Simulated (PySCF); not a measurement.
(Z)-2,3-difluorobut-2-ene (C4H6F2), SMILES C/C(=C(\C)F)F.

The structure is a stationary point at B3LYP-D3(BJ)/def2-SVP.

Calculation: PySCF with SMD-ωB97X/def2-SVP.

Solvation free energies are E(SMD) − E(gas) at the gas-phase geometry, for 1 M in both phases. In vacuum the dipole moment is 3.00 D.

Q: Estimate the solvation free energies in water, N,N-dimethylformamide, ethylethanoate. (An estimate is asked for; the answer gives what the named calculation found.)

A: 
```tsv
solvent	ΔG(solv) (kcal/mol)	its non-electrostatic (CDS) part	dipole (D)
water	-0.3	4.4	3.78
N,N-dimethylformamide	-3.6	1.0	3.76
ethylethanoate	-3.7	-0.1	3.59
```
